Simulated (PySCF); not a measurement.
[GaFH3]- (charge -1).
Bonds: Ga1–F2. Hydrogens: H3, H4, H5 on Ga1.

A GFN2-xTB structure was refined with PySCF, PBE0-D3(BJ)/def2-SVP geometry optimisation, gas phase. Its GFN2-xTB values:

```json
{"coordinate": "Ga1–F2", "GFN2-xTB": "1.780 Å"}
{"coordinate": "Ga1–H3", "GFN2-xTB": "1.555 Å"}
{"coordinate": "Ga1–H4", "GFN2-xTB": "1.553 Å"}
{"coordinate": "F2–Ga1–H3", "GFN2-xTB": "106.3°"}
{"coordinate": "H3–Ga1–H4", "GFN2-xTB": "112.2°"}
```

**Question.** How do these coordinates change at the PBE0-D3(BJ)/def2-SVP level?

**Answer.** 
```tsv
coordinate	PBE0-D3(BJ)/def2-SVP (Å or °)	change
Ga1–H4	1.625	+0.072
Ga1–H3	1.625	+0.070
Ga1–F2	1.829	+0.049
F2–Ga1–H3	107.2	+0.9
H3–Ga1–H4	111.6	-0.6
```

The energy falls by 12.9 kJ/mol over 3 energy and gradient evaluations, the largest force component goes from 0.0247 to 1.3e-04 Eh/bohr, and the atoms move by 0.060 Å rms after alignment. The bond that changes most is Ga1–H4 (ends: gallium bonded to F and 3 H; hydrogen on gallium), which lengthens by 0.072 Å. Bonds longer at the end by more than 0.005 Å: 4 of 4; shorter: 0. Rotational constants go from 75214, 9624, 9622 to 69339, 9075, 9074 MHz.

The run used 61 basis functions and 19 SCF cycles in all.

PBE0-D3(BJ)/def2-SVP frequencies: not computed here. The geometry's basis has no diffuse functions, a weakness for an anion.
